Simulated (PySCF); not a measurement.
H3O4Si, SMILES [O][Si](O)(O)O, multiplicity 2. The structure is a stationary point at PBE-D3(BJ)/def2-SVP. The isomer is the one that the SMILES or the coordinates give; other isomers of the formula were not compared. One conformer was computed; it need not be the lowest.

Q: Give the equilibrium geometry at PBE-D3(BJ)/def2-SVP (PySCF confirms it by a frequency run) as bond lengths and angles. (An estimate is asked for; the answer gives what the named calculation found.)

A: Several could match; the one computed here: 
Atoms: O1 Si2 O3 O4 O5 H6 H7 H8. Bonds (Å): O1–Si2 1.658, Si2–O3 1.661, Si2–O4 1.660, Si2–O5 1.682, O3–H6 0.974, O4–H7 0.973, O5–H8 0.976. Angles (°): O1–Si2–O3 111.6, O1–Si2–O4 117.9, O1–Si2–O5 99.4, O3–Si2–O4 105.8, O3–Si2–O5 113.6, O4–Si2–O5 108.6, Si2–O3–H6 113.5, Si2–O4–H7 115.3, Si2–O5–H8 113.7.
Charge 0, spin multiplicity 2.
